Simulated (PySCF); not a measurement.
Molecule: SMILES CCCCNC(C)=O, C6H13NO.

Geometry:
| atom | x (Å) | y (Å) | z (Å) |
| --- | --- | --- | --- |
| C1 | -2.862 | -0.846 | 0.086 |
| C2 | -1.474 | -0.317 | 0.407 |
| C3 | -1.172 | 1.021 | -0.253 |
| C4 | 0.226 | 1.551 | 0.043 |
| N5 | 1.281 | 0.694 | -0.440 |
| C6 | 2.090 | -0.020 | 0.395 |
| C7 | 3.081 | -0.924 | -0.308 |
| O8 | 2.016 | 0.054 | 1.605 |
| H9 | -2.995 | -0.993 | -0.998 |
| H10 | -3.646 | -0.146 | 0.419 |
| H11 | -3.051 | -1.812 | 0.578 |
| H12 | -0.714 | -1.053 | 0.090 |
| H13 | -1.349 | -0.217 | 1.498 |
| H14 | -1.311 | 0.934 | -1.347 |
| H15 | -1.905 | 1.777 | 0.081 |
| H16 | 0.382 | 1.629 | 1.129 |
| H17 | 0.345 | 2.563 | -0.381 |
| H18 | 1.373 | 0.556 | -1.438 |
| H19 | 3.793 | -1.306 | 0.433 |
| H20 | 3.625 | -0.390 | -1.102 |
| H21 | 2.557 | -1.776 | -0.769 |

Geometry PBE0-D3(BJ)/def2-SVP throughout; GIAO in PySCF 2.14, gas phase, one conformer, non-relativistic; equivalent atoms averaged; basis pcSseg-1.

(1) How do the shifts δ (against TMS, NH3 at the same level) depend on the functional? (a selection of nuclei; ppm; last column core-seconds on shared hosts with different chips, so compare them loosely; the GGAs took longer than the global hybrids here, which isn't the general rule, and the cause wasn't traced)

(2) Which nucleus among those listed moves most, in ppm?

Results:

(1) 
```
functional           kind     C6    C4    C7     N5   H18  H16/H17  H12/H13  H9/H10/H11  H14/H15  core-s
        HF   Hartree–Fock  177.0  34.8  23.4  113.3  3.65     3.24     1.08        0.99     0.92      14
       PBE            GGA  163.4  40.0  22.9  141.7  4.09     3.45     1.31        0.96     1.16      38
      BLYP            GGA  165.1  40.9  23.3  144.2  4.03     3.45     1.34        0.99     1.18      41
      BP86            GGA  163.8  40.1  23.2  139.8  4.07     3.45     1.31        0.97     1.16      38
     B97-D            GGA  160.4  39.9  23.1  135.1  4.04     3.45     1.33        0.99     1.17      45
      PBE0  global hybrid  168.7  38.6  23.4  134.0  3.98     3.37     1.23        0.95     1.08      33
  mPW1PW91  global hybrid  169.0  38.6  23.6  133.1  3.96     3.36     1.22        0.95     1.07      28
      WP04  global hybrid  170.3  41.2  24.8  130.4  4.08     3.29     1.21        0.92     1.07      29
```

(2) N5 (amide-type nitrogen): from 113.3 ppm with HF to 144.2 ppm with BLYP. The smallest spread is 0.07 ppm, at H9/H10/H11. Proton shifts span only some 12 ppm, so a few tenths of a ppm matter as much there as several ppm in carbon.
